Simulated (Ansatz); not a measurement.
The same path of C2H9NO2Si (15 atoms, charge 0, multiplicity 1) was run 3 times with different band settings. The coordinate that changes most is the height of N4 over the plane of its neighbours.

Theory: RKS BHLYP/def2-SVP (Ansatz 0.2.0).

Relaxed end points:

```xyz
15
Properties=species:S:1:pos:R:3
C -0.829 -1.417 -1.345
Si 0.110 -1.106 0.247
C 0.231 0.777 0.621
N 1.059 1.443 -0.326
O 0.714 0.988 1.916
O -1.053 1.349 0.578
H -1.844 -1.014 -1.278
H -0.906 -2.487 -1.559
H -0.323 -0.936 -2.187
H 1.482 -1.669 0.163
H -0.589 -1.725 1.400
H 1.973 1.015 -0.380
H 1.192 2.403 -0.024
H 0.017 0.788 2.539
H -1.255 1.541 -0.336
```

```xyz
15
Properties=species:S:1:pos:R:3
C -0.620 -1.514 -1.409
Si 0.036 -1.154 0.308
C 0.218 0.735 0.598
N 1.165 1.295 -0.312
O 0.727 1.021 1.866
O -1.075 1.271 0.477
H -1.576 -1.004 -1.562
H -0.775 -2.587 -1.555
H 0.081 -1.171 -2.175
H 1.356 -1.788 0.525
H -0.899 -1.664 1.345
H 0.767 1.393 -1.234
H 1.490 2.196 0.016
H 0.105 0.701 2.516
H -1.022 2.218 0.626
```

Common settings: movable images 9; climbing image yes; optimiser quadratic models (default); start path through a guess of the saddle point; force threshold 0.05 eV/Å; end points relaxed.

| run | spring | iteration limit |
| --- | --- | --- |
| 1 | 5.0 eV/Å² | 38 |
| 2 | 50.0 eV/Å² | 37 |
| 3 | 2.0 to 10.0 eV/Å², energy-weighted | 44 |

(1) What does each run give, and how far can it be trusted?

Answers

(1) Run 1: converged after 14 iterations, highest image 0.124 eV above the first end. The profile has 2 maxima (images 4, 7) with wells between them (image 6): this band takes more than one step, which may be the mechanism or a detour left from its start path. A vibrational analysis at the climbing image gives one clearly imaginary mode, 591i cm⁻¹: a first-order saddle point.
Run 2: converged after 14 iterations, highest image 0.124 eV above the first end. The profile has 2 maxima (images 4, 8) with wells between them (image 7): this band takes more than one step, which may be the mechanism or a detour left from its start path. Another band between the same ends (9 images) ends at a top of the same energy, where a vibrational analysis finds 1 clearly imaginary mode.
Run 3: converged after 12 iterations, highest image 0.124 eV above the first end. Beside the main top the profile has a ripple of under 15 meV (maxima at images 3, 7), which may be a very shallow well or noise. Another band between the same ends (9 images) ends at a top of the same energy, where a vibrational analysis finds 1 clearly imaginary mode.
